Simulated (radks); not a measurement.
The numbers below are computed, except where a source is named.
Neutral tantalum inside a hard spherical wall (all orbitals vanish at R), configuration held at [Xe] 4f14 5d3 6s2 and not refilled when levels cross. Code: a radial shooting solver on a logarithmic mesh with Libxc functionals. Model: scalar-relativistic Kohn-Sham, PBE, spin-polarised, spherical densities, point nucleus; open shells are filled with parallel spins first (spin-orbit coupling, left out, can overturn this in heavy ions). Eigenvalues in eV for spin up, with the zero of energy where the potential of the charges vanishes at infinity; a dash marks a level that is unbound or too diffuse for the functional's potential to be trusted. A positive occupied level is held by the wall or, in an anion where self-interaction has pushed it up, behind a barrier. The pressure on the wall is -dE/dV.

| R (bohr) | E (hartree) | kinetic (hartree) | e(5p) | e(4f) | e(6s) | e(5d) | e(6p, empty) | e(7s, empty) | pressure (GPa) |
|---|---|---|---|---|---|---|---|---|---|
| free | -15604.6060 | 17148.213 | -39.819 | -24.541 | -5.874 | -4.205 | -1.589 | - | 0 |
| 20 | -15604.6060 | 17148.213 | -39.819 | -24.541 | -5.874 | -4.205 | -1.589 | - | < 0.0001 |
| 15 | -15604.6060 | 17148.213 | -39.818 | -24.541 | -5.874 | -4.205 | -1.585 | 0.182 | < 0.0001 |
| 12 | -15604.6059 | 17148.214 | -39.812 | -24.534 | -5.869 | -4.199 | -1.557 | 0.679 | 0.00114 |
| 8 | -15604.5998 | 17148.265 | -39.511 | -24.228 | -5.633 | -3.932 | -0.977 | 4.233 | 0.258 |
| 5 | -15604.4100 | 17149.215 | -36.162 | -20.674 | -2.133 | -0.886 | 4.833 | 24.119 | 21.9 |
| 4 | -15603.9320 | 17151.119 | -32.023 | -16.028 | 4.360 | 3.451 | 14.425 | 50.407 | 128 |
| 3.5 | -15603.2858 | 17153.546 | -28.363 | -11.745 | 12.010 | 7.821 | 25.100 | 76.855 | 354 |
| 2 | -15586.6015 | 17212.417 | 18.395 | 38.208 | 147.71 | 70.407 | 186.51 | 408.70 | 23500 |
